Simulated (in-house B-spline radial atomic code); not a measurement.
## RPA and G0W0 on TPSS: In II (In+)

Configuration [Kr] 4d10 5s2, mean-field start TPSS. Computed with an all-electron radial atomic-structure program (B-spline basis): all electrons, scalar-relativistic (spin-free one-electron X2C), finite nucleus, each spin shell either full or empty, empty states to l = 9 with an (l + 1/2)⁻⁴ tail; G0W0 by contour deformation at full frequency.

Command:
```bash
python run_gw.py task.json out
```
Settings (radii: box in bohr, nucleus in fm):
```
Z                        49
electrons                48
configuration            [Kr] 4d10 5s2
hamiltonian              x2c
method                   tpss,tpss
lmax                     9
rms_radius               4.6156
spin_polarised           False
box_radius               23.78
intervals                70
ion_configuration        [Kr] 4d10 5s1
```

Run time, properties included: 6.4 s on 1 thread of Arm Neoverse V2 (shared host).

Energies (hartree):

```
                                     term        value
                         mean-field total  -5880.55142
Hartree-Fock functional on these orbitals  -5878.10146
                      direct second order      -4.3966
                    second-order exchange       1.2122
                         SOSEX correction       1.1081
```

Problem. What is the RPA correlation energy, and what remains with SOSEX?

Solution. RPA gives -3.78 hartree (-2.14 eV per electron); RPA + SOSEX gives -2.672, and the second-order doubles -3.1845 hartree (no singles). SOSEX takes back 29 % of the RPA value.

Quasi-particle levels (eV):

| level | occupied | mean field | Σx - vxc | Σc | QP weight | G0W0 |
| --- | --- | --- | --- | --- | --- | --- |
| 5s | yes | -14.800 | -2.52 | ? | ? | ? |
| 5p | no | -8.250 | 3.75 | -1.28 | 0.931 | -5.781 |

G0W0 = mean field + (Σx - vxc) + Σc, with Σc (partial-wave tail included) taken at the quasi-particle energy. Only the outer levels were computed. Levels of low weight are left out.

Problem. Where does G0W0 put 5s?

Solution. At -19.148 eV, with Σc = -1.83 eV and a quasi-particle weight of 0.914. The tabulated removal energy is 18.870 eV (NIST, measured); the calculation leaves out spin-orbit coupling, Breit and QED terms, and what these don't explain is the method's own error.

Problem. What does it cost to remove one electron (to [Kr] 4d10 5s1) by differences of total energies, each species on its own start (correlation terms add to the Hartree-Fock functional)?

Solution. TPSS 18.692 eV, Hartree-Fock functional 16.913 eV, + RPA 19.256 eV, + RPA + SOSEX 18.705 eV, + second order 20.359 eV. Tabulated: 18.870 eV (NIST, measured); the calculation leaves out spin-orbit coupling, Breit and QED terms, and what these don't explain is the method's own error.
